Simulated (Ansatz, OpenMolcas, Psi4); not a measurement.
## How methods differ on BF3 (boron trifluoride)

BF3: 4 atoms, total charge 0, spin state singlet. SMILES: `FB(F)F`. The coordinates come from a PBE0-D4/def2-TZVP relaxation.

```tsv
atom	x (Å)	y (Å)	z (Å)
F	0.5439	0.2107	1.1743
B	0.0000	0.0000	0.0000
F	-0.2652	-1.2235	-0.3896
F	-0.2787	1.0128	-0.7847
```

Quantity: the HOMO–LUMO gap, in eV. The values are calculated.

| level | kind | program | value (eV) | CPU time |
| --- | --- | --- | --- | --- |
| revPBE/aug-cc-pVDZ | GGA | OpenMolcas | 9.14 | 20 s |
| TPSS/aug-cc-pVDZ | meta-GGA | Psi4 | 9.53 | 70 s |
| r2SCAN/aug-cc-pVDZ | meta-GGA | Ansatz | 10.51 | 6.1 s |
| BHLYP/aug-cc-pVDZ | global hybrid | Ansatz | 14.65 | 4.2 s |
| PBE0/aug-cc-pVDZ | global hybrid | OpenMolcas | 12.13 | 19 s |
| r2SCAN0/aug-cc-pVDZ | hybrid meta-GGA | Ansatz | 12.97 | 6.4 s |
| B2PLYP/aug-cc-pVDZ (density fitting for correlation) | double hybrid | Psi4 | 14.83 | 16 s |
| DSD-PBEP86/aug-cc-pVDZ (density fitting for correlation) | double hybrid | Psi4 | 16.88 | 18 s |

The values span 9.14 to 16.88 eV. Orbital gaps aren't excitation energies, and those of double hybrids come from the SCF part alone; they tend to grow with the share of exact exchange. CPU times are rough (shared hosts, several kinds of processor and program).
